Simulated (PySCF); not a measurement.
4-methyl-1,3-thiazole (C4H5NS), SMILES Cc1cscn1.

The structure is a stationary point at PBE-D3(BJ)/def2-SVP.

Two levels are set side by side: TDA-PBE/def2-SVPD (PySCF) and TDA-B3LYP/def2-SVPD (PySCF). Vertical, same geometry. The lowest singlet is HOMO−1→LUMO 98 % with PBE and HOMO−1→LUMO 99 % with the other functional; states are paired by order. Differences are taken from unrounded values.

```
quantity                               TDA-B3LYP  TDA-PBE  TDA-PBE minus TDA-B3LYP
-------------------------------------  ---------  -------  -----------------------
lowest singlet excitation (eV)              5.30     4.90                    -0.40
lowest triplet excitation (TDA) (eV)        3.63     3.64                     0.00
first bright state (f over 0.05) (eV)       5.52     5.96                     0.44
its oscillator strength                     0.08     0.06                    -0.02
```

Functionals without exact exchange tend to place singlet excitations lower, as here. Differences between two approximate levels are no errors against the true value.

Rough cost on one machine, each run with all the roots and properties that it gave: TDA-B3LYP against TDA-PBE about 2 times.
